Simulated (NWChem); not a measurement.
System: CH4F3NSi; SMILES N[SiH2]C(F)(F)F

```xyz
10

N     -0.6072     2.2305    -0.0759
Si     0.6321     1.0447    -0.1361
C      0.0043    -0.7759     0.0816
F     -0.8751    -1.1224    -0.8753
F      1.0150    -1.6592     0.0263
F     -0.6138    -0.9574     1.2623
H     -1.0419     2.4833     0.8040
H     -1.2447     2.3550    -0.8537
H      1.2861     1.0709    -1.4728
H      1.5884     1.2611     0.9836
```
Atoms are numbered in this order, from 1.

Program: NWChem. The geometry was optimised at PBE0/def2-SVP. GIAO values for the isolated, static molecule; σ is the absolute isotropic shielding, δ = σ(reference) − σ with the isolated reference molecule computed at the same levels (13C: tetramethylsilane, 19F: trichlorofluoromethane, 1H: tetramethylsilane, 15N: ammonia, 29Si: tetramethylsilane).

### Question
Estimate the computed values for BHandHLYP/pcSseg-1. Quantities: δ N1 (ppm); δ Si2 (ppm); δ C3 (ppm); δ F4 (rotor mean) (ppm); δ H7 (ppm); δ H9 (ppm).

### Answer
```
Quantity                 Value
-----------------------  -----
δ N1 (ppm)                 6.0
δ Si2 (ppm)              -44.2
δ C3 (ppm)               129.0
δ F4 (rotor mean) (ppm)  -70.6
δ H7 (ppm)                0.81
δ H9 (ppm)                4.27
```
